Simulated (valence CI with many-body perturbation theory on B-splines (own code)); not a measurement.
# From CI to CI+MBPT in Pb41+

Calculated by relativistic CI+MBPT: five valence electrons over a frozen Dirac-Fock core [Kr], radial functions for each j: 7 s, 7 p, 8 d, 6 f, 4 g, 1 h, with the one-electron correlation potential Σ1, the two-electron term Σ2, the three-electron term Σ3, Breit, model QED; selected CI, second order for the rest (own B-spline code, finite nucleus).

The last digits are not significant, and no measured levels were compared; by estimate large intervals hold to a few tenths of a per cent, small ones and those within an open d or f shell to about a per cent. Only levels of the ground parity were solved; by the run's estimate the other parity begins above the list, which can be wrong where configurations are misplaced.

Each rung adds one term. CI alone is the Dirac-Coulomb CI over the frozen core; QED comes last and gives the full result, which names the levels. Energies are above (4d3/2^4 4d5/2) J=5/2 on the same rung, in eV.

Levels are named by their leading jj configuration (3d3/2^4 stands for four electrons in 3d with j = 3/2), which in mixed levels can hold well under half, so a name can repeat and another be missing. Letters in brackets count levels of one name in rising energy.

```csv
Level,CI alone,Σ1,Σ2,Σ3,Breit,QED,Full
(4d3/2^3 4d5/2^2) J=5/2 [a],25.043,+0.1218,+0.1938,+0.1383,-0.5592,+0.0788,25.017
(4d3/2^3 4d5/2^2) J=7/2 [a],30.859,+0.1226,-0.1040,-0.0144,-0.6359,+0.0777,30.305
(4d3/2^3 4d5/2^2) J=3/2 [a],31.269,+0.1216,+0.0819,-0.0509,-0.5297,+0.0781,30.970
(4d3/2^3 4d5/2^2) J=11/2,32.383,+0.1257,-0.3089,-0.0300,-0.8180,+0.0781,31.429
(4d3/2^3 4d5/2^2) J=9/2,34.289,+0.1266,-0.2967,-0.0599,-0.7211,+0.0789,33.417
(4d3/2^3 4d5/2^2) J=5/2 [b],35.586,+0.1272,-0.1885,-0.0845,-0.6453,+0.0800,34.875
(4d3/2^3 4d5/2^2) J=1/2,36.823,+0.1303,-0.0624,-0.1133,-0.5810,+0.0824,36.279
(4d3/2^3 4d5/2^2) J=7/2 [b],37.827,+0.1265,-0.3527,-0.2054,-0.6523,+0.0785,36.822
(4d3/2^3 4d5/2^2) J=3/2 [b],44.722,+0.1326,+0.0432,-0.2422,-0.5559,+0.0839,44.183
(4d3/2^2 4d5/2^3) J=5/2 [a],55.240,+0.2395,+0.3166,+0.0693,-1.0915,+0.1547,54.928
(4d3/2^2 4d5/2^3) J=7/2 [a],59.577,+0.2456,+0.0083,-0.0102,-1.2021,+0.1569,58.775
(4d3/2^2 4d5/2^3) J=11/2,60.667,+0.2485,-0.2044,-0.0097,-1.3707,+0.1569,59.487
(4d3/2^2 4d5/2^3) J=9/2 [a],61.206,+0.2464,-0.1265,-0.0427,-1.2932,+0.1565,60.146
(4d3/2^2 4d5/2^3) J=1/2 [a],62.354,+0.2469,+0.0590,-0.0702,-1.0887,+0.1575,61.659
(4d3/2^2 4d5/2^3) J=13/2,63.766,+0.2515,-0.4176,-0.0736,-1.5217,+0.1570,62.162
(4d3/2^2 4d5/2^3) J=3/2 [a],63.028,+0.2439,+0.4251,-0.1088,-1.1018,+0.1577,62.644
(4d3/2^2 4d5/2^3) J=5/2 [b],63.989,+0.2466,-0.0372,-0.1195,-1.1827,+0.1570,63.053
(4d3/2^2 4d5/2^3) J=9/2 [b],66.746,+0.2465,+0.0902,-0.1568,-1.2689,+0.1573,65.814
(4d3/2^2 4d5/2^3) J=7/2 [b],68.063,+0.2496,-0.2992,-0.2119,-1.2928,+0.1573,66.666
```

The middle columns are the shifts that each term adds.

Task: How does the ionisation energy move along the ladder, and which term matters most?

Result: CI alone 2000.6, + Σ1 2003.3, + Σ2 2006.9, + Σ3 2006.9, + Breit 2006.1, + QED 2006.1 eV. The largest step is Σ2, 3.5 eV. NIST lists 2004 ± 4 eV (theoretical).
